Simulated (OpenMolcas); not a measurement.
## Ne²⁺: effect of the IPEA shift

```
Program             : OpenMolcas 26.06
Basis               : ANO-RCC-VTZP [4s3p2d1f]
Scalar Hamiltonian  : DKH2, point nucleus
Active space        : 4 electrons in 3 orbitals (2p)
State averaging     : 2S+1 = 3 even, 3 roots; 2S+1 = 1 even, 6 roots
Spin-orbit coupling : RASSI with atomic mean-field integrals over the reference wave functions, term energies averaged over their components
```

Methods on the same reference wave functions:
A. CASSCF
B. SS-CASPT2, IPEA 0 Eh, imaginary shift 0.1 Eh (closed shells correlated: 1s 2s)
C. SS-CASPT2, IPEA 0.25 Eh, imaginary shift 0.1 Eh (closed shells correlated: 1s 2s)

Energies in eV above 2s2 2p4 3P2, the measured ground level; measured values from Moore, Atomic Energy Levels, vol. I, NSRDS-NBS 35 (1971 reprint of NBS Circular 467, 1949).

| Level | A | B | C | Measured |
| --- | --- | --- | --- | --- |
| 2s2 2p4 3P2 | 0.0000 | 0.0000 | 0.0000 | 0.0000 |
| 2s2 2p4 3P1 | 0.0744 | 0.0745 | 0.0745 | 0.0806 |
| 2s2 2p4 3P0 | 0.1100 | 0.1098 | 0.1098 | 0.1149 |
| 2s2 2p4 1D2 | 3.4552 | 3.276 | 3.251 | 3.2039 |
| 2s2 2p4 1S0 | 8.5536 | 7.256 | 7.287 | 6.9117 |

Deviations, from unrounded energies. A percentage is the sum of absolute deviations over the sum of measured energies, with the sign that they share, or ± where signs differ.

| Against measurement | Levels | A | B | C |
| --- | --- | --- | --- | --- |
| mean absolute deviation (cm-1) | 4 | 3800 | 860 | 870 |
| fine structure of the ground term (%) | 2 | -5.7 | -5.7 | -5.7 |
| other terms of the ground configuration (%) | 2 | +18.7 | +4.1 | +4.2 |

B, C lie about equally close to measurement and A furthest from it. The largest miss of B in the table is 2s2 2p4 1S0, by +2800 cm-1. The ranking rests on the paired levels alone, and a cruder setting can come out closer through cancelling errors.

Between B and C the level of the table that moves most is 2s2 2p4 1S0, by 250 cm-1 (lowest in B, highest in C). Moves below CASPT2's spread within the term are not significant.

The mean deviations of B to C differ by less than CASPT2's widest spread within a term (48 cm-1), so their order carries little weight.

From A to B the spin-free energies of the other terms of 2s2 2p4 shown, above 3P, scale by factors of 0.85 to 0.95.

The lowest spin-free term lies below A's lowest term by 0.172 hartree in B, 0.169 hartree in C.

CASPT2 breaks the degeneracy within a term, and the mean is taken; among the terms shown or strongly mixed into the levels shown the widest spread is 48 cm-1 (2s2 2p4 1D, C). With the s shell closed, the reference lacks s² → p² mixing. Measured partners are found by configuration, term and J. A level has none where our copy of the source lacks it or the pairing is in doubt (some pairs that miss far off the trend of their configuration count as doubtful), and it then counts in no deviation. Levels of configurations outside the active space are missing.
